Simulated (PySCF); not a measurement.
# Atomic charges by several schemes

Species: C6H13OP.
Structure used (GFN2-xTB), in Å, numbered top down from 1:
```xyz
21
C6H13OP angstrom
C     -2.3776   -0.1600    0.5530
C     -1.0072    0.1044   -0.0691
C     -0.1666    0.9746    0.8699
C      1.1307    1.4410    0.2250
P      2.1614    0.0280   -0.2930
O      3.3809    0.3678   -1.0297
C      0.9720   -1.0362   -1.1765
C     -0.3072   -1.2233   -0.3733
H     -2.8958    0.7753    0.7506
H     -2.9939   -0.7564   -0.1157
H     -2.2707   -0.6983    1.4926
H     -1.1502    0.6462   -1.0117
H     -0.7516    1.8478    1.1706
H      0.0617    0.4029    1.7729
H      1.7156    2.0680    0.9034
H      0.9384    2.0276   -0.6798
H      2.3862   -0.6620    0.9018
H      0.7734   -0.5431   -2.1341
H      1.4547   -1.9926   -1.3948
H     -0.0739   -1.7252    0.5690
H     -0.9894   -1.8696   -0.9317
```

Density: PBE0/pcSseg-1 (PySCF); schemes: Mulliken, IAO, Hirshfeld and ESP-fitted. The structure is a single GFN2-xTB conformer in the gas phase; no vibrational or solvent corrections.

Problem. Which atoms carry the highest charge in the Mulliken, IAO, Hirshfeld and ESP-fitted schemes?

Solution. All schemes agree: Mulliken P5 (+0.849); IAO P5 (+1.421); Hirshfeld P5 (+0.406); ESP-fitted P5 (+0.806).

Problem. Which atoms carry the lowest charge in the Mulliken, IAO, Hirshfeld and ESP-fitted schemes?

Solution. The schemes don't all agree: Mulliken O6 (-0.611); IAO O6 (-0.927); Hirshfeld O6 (-0.417); ESP-fitted C1 (-0.688).

Problem. For which atoms does the sign change between the 4 schemes (beyond +0.03 e in one, beyond −0.03 e in another)?

Solution. C2.

Problem. What partial charge does each atom carry?

Solution. In e:

| atom | environment | Mulliken | IAO | Hirshfeld | ESP-fitted |
| --- | --- | --- | --- | --- | --- |
| C1 | methyl carbon | -0.182 | -0.416 | -0.116 | -0.688 |
| C2 | sp3 CH carbon | -0.376 | -0.097 | -0.020 | +0.319 |
| C3 | ring CH2 carbon | -0.192 | -0.257 | -0.067 | -0.141 |
| C4 | sp3 carbon bound to phosphorus | -0.447 | -0.525 | -0.113 | -0.329 |
| P5 | phosphoryl phosphorus | +0.849 | +1.421 | +0.406 | +0.806 |
| O6 | phosphoryl oxygen | -0.611 | -0.927 | -0.417 | -0.661 |
| C7 | sp3 carbon bound to phosphorus | -0.447 | -0.525 | -0.113 | -0.353 |
| C8 | ring CH2 carbon | -0.193 | -0.257 | -0.068 | -0.133 |
| H9 | methyl hydrogen | +0.115 | +0.140 | +0.041 | +0.169 |
| H10 | methyl hydrogen | +0.115 | +0.140 | +0.041 | +0.169 |
| H11 | methyl hydrogen | +0.106 | +0.136 | +0.040 | +0.165 |
| H12 | methine hydrogen | +0.118 | +0.122 | +0.035 | +0.013 |
| H13 | methylene hydrogen | +0.131 | +0.139 | +0.043 | +0.070 |
| H14 | methylene hydrogen | +0.117 | +0.128 | +0.035 | +0.053 |
| H15 | methylene hydrogen | +0.163 | +0.160 | +0.053 | +0.120 |
| H16 | methylene hydrogen | +0.158 | +0.155 | +0.050 | +0.112 |
| H17 | P–H hydrogen | +0.006 | -0.117 | -0.013 | -0.056 |
| H18 | methylene hydrogen | +0.158 | +0.155 | +0.050 | +0.118 |
| H19 | methylene hydrogen | +0.163 | +0.160 | +0.053 | +0.127 |
| H20 | methylene hydrogen | +0.117 | +0.128 | +0.035 | +0.053 |
| H21 | methylene hydrogen | +0.131 | +0.139 | +0.043 | +0.069 |

Mean size of the charges over all atoms: IAO 0.297 e, Mulliken 0.233 e, ESP-fitted 0.225 e, Hirshfeld 0.088 e. Each set sums to the total charge, 0, to within 0.001 e. The ESP scheme is a least-squares fit of atom-centred charges to the potential on four shells outside the van der Waals surface, with the total charge fixed.

Problem. Sum the charges by element, for elements with more than one atom.

Solution. 
```json
{"element": "C", "atoms": "6", "Mulliken": "-1.837", "IAO": "-2.078", "Hirshfeld": "-0.497", "ESP-fitted": "-1.325"}
{"element": "H", "atoms": "13", "Mulliken": "+1.599", "IAO": "+1.583", "Hirshfeld": "+0.508", "ESP-fitted": "+1.180"}
```

Problem. How closely do the schemes follow one another over all atoms?

Solution. Correlation coefficient and root-mean-square difference: IAO with Hirshfeld 0.97, 0.303 e; Mulliken with IAO 0.96, 0.169 e; Mulliken with Hirshfeld 0.92, 0.185 e; IAO with ESP-fitted 0.91, 0.200 e; Hirshfeld with ESP-fitted 0.89, 0.201 e; Mulliken with ESP-fitted 0.80, 0.197 e.

Problem. How many electrons does the Hirshfeld scheme count on C3?

Solution. Z − q = 6 − (-0.067) = 6.067.

These values come from a run that also computed NMR shieldings. Cost: about 1.7 min of CPU time on one thread; the machine was shared, so the figure is rough.
